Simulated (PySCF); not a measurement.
## Electronic structure of Co⁺ (cobalt, charge +1) at the BP86 level

Configuration: [Ar] 3d8, high-spin 3F determinant. Calculation: PySCF 2.14, in jorge-DZP-DKH; the spin-free X2C one-electron Hamiltonian (Gaussian nucleus).

| Item | Value |
| --- | --- |
| Total energy | -1392.976 hartree |
| One-electron energy | -1923.816 hartree |
| Hartree (Coulomb) energy | 591.025 hartree |
| Exchange-correlation energy | -60.186 hartree |
| ⟨S²⟩ | 2.0005 |
| ⟨L²⟩ | 12.006 |
| Sum of ⟨r⟩ | 17.25 bohr |
| Sum of ⟨r²⟩ | 19.24 bohr² |
| Langevin diamagnetic susceptibility | -15.2 ×10⁻⁶ cm³/mol |
| Time after the integrals | 0.73 s of wall time on 1 thread of Neoverse-V2 (shared host) |

```csv
shell,electrons,mean orbital energy (hartree),spread (hartree),"rms radius, mean of both spins (bohr)"
1s β,1,-278.95198,0,0.0650
1s α,1,-278.95173,0,0.0650
2s α,1,-33.08904,0,0.277
2s β,1,-33.05524,0,0.277
2p α,3,-28.35538,0,0.249
2p β,3,-28.32999,0,0.249
3s α,1,-3.85242,0,0.838
3s β,1,-3.77371,0,0.838
3p α,3,-2.50237,0,0.910
3p β,3,-2.42512,0,0.910
3d α,5,-0.42536,0.03906,1.24
3d β,3,-0.37493,0,1.24
```

Densities and radii are taken from the X2C orbitals without a picture-change correction, which distorts them close to the nucleus.
